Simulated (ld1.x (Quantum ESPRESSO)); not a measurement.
## Configuration tests for zirconium (Zr) (TM)

ld1.x (Quantum ESPRESSO) 7.5 input, shortened:

```
&input
   title='Zr', zed=40., rel=2, dft='PZ', iswitch=3,
   config='[Kr] 4d3 5s1 5p0', rel_dist='average'
 /
 &inputp
   pseudotype=2, tm=.true., lloc=-1, rcloc=2.50,
   nlcc=.true.
 /
3
5S  1  0   1.00   0.00  3.25  3.25  0.0
5P  2  1   0.00   0.00  4.20  4.20  0.0
4D  3  2   3.00   0.00  2.60  2.60  0.0
 &test
   configts(1)='4d3 5s1 5p0'
 /
```

Open shells are filled in proportion to 2j + 1 (rel_dist='average').

Energies are relative to the spin-unpolarised reference configuration 4d3 5s1 5p0; without spin polarisation the order of configurations can differ from experiment. Not all tests gave a result: 4 of 7 tests not solved or not reliable. Left out of the table: 4d2 5s2 5p0 (solver errors, printed error -67.4 eV); 4d2 5s1 5p0 (solver errors, printed error -65.9 eV); 4d2 5s1 5p1 (solver errors, printed error -2.2 eV); 4d1 5s2 5p1 (solver errors, printed error -48.9 eV).

| valence configuration | charge | ΔE all-electron (eV) | error AE − PS (meV) |
| --- | --- | --- | --- |
| 4d2 5s0 5p0 | +2 | 19.368 | -72 |
| 4d2.5 5s1.5 5p0 | 0 | -0.698 | -13 |
| 4d2 5s0 5p1 | +1 | 9.936 | -14 |

These tests converged, but a pseudo level misses the all-electron one widely, so the file describes the atom poorly there or has found another state: 4d2 5s0 5p0: empty 5s by 2.9 eV.

Note: ghost state, extra bound levels that the all-electron valence spectrum of the same l lacks: s at -10.4 eV. A true bound ghost makes a file unfit for plane-wave use.
